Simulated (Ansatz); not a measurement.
Spectroscopic constants of ScH, closed-shell singlet (the spin of the measured ground state). No spin–orbit coupling. Sc is treated without relativity.

The constants come from a fifth-degree fit in 1/R (seven points, main isotopes). In def2 and cc sets the state is the lowest found near the PBE0 minimum, followed along R. The singlet is held restricted.

Run with Ansatz (Gaussian basis) for Hartree–Fock, density functionals and correlated methods. 

Energies at PBE0/def2-TZVPP:

```
R (Å)       E (hartree)
--------  -------------
1.625525  -760.99713850
1.669222  -760.99901335
1.709423  -760.99994680
1.754868  -761.00021353
1.800313  -760.99976175
1.852749  -760.99848799
1.913925  -760.99616389
```

Question: With a reduced mass of 0.9857 u, find the minimum, the force constant and the constants.

Answer: A fifth-degree polynomial in 1/R puts the minimum at r_e = 1.7479 Å with force constant 155 N/m. Then ω_e = (1/2πc)√(k/μ) = 1635 cm⁻¹ and B_e = h/(8π²cμr_e²) = 5.598 cm⁻¹; the cubic and quartic terms give α_e = 0.12 and ω_e x_e = 22 cm⁻¹.

Ansatz is an electronic-structure program.
